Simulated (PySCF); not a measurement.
**MF for M along group 12**

PBE with triple-zeta basis sets in PySCF, for the lowest determinant that a PBE0 search found; no spin–orbit coupling. De refers to high-spin ground-configuration atoms. A positive dipole means M(−)F(+).

```
 M       basis  state (unpaired electrons)  Re (Å)  ωe (cm⁻¹)  De (eV)  μ (D)
Zn  def2-TZVPP               doublet (σ ↑)   1.807        564     3.17  -2.82
Cd  def2-TZVPP               doublet (σ ↑)   2.020        468     2.63  -3.40
Hg  def2-TZVPP               doublet (σ ↑)   2.080        407     1.73  -2.97
```

The shortest bond is that of ZnF (1.807 Å), the longest that of HgF (2.080 Å). ZnF is bound most strongly (3.17 eV) and HgF least (1.73 eV).

Relativity is treated differently too: Zn no relativity; Cd scalar-relativistic core potentials; Hg scalar-relativistic core potentials.

Down a group bonds as a rule get longer and wavenumbers fall, partly through the reduced mass; this series shows no clear exception.

These are scalar-relativistic numbers at best; spin–orbit coupling would shift them, the dissociation energy most. States were picked by a PBE0 search and need not be the measured ground states.
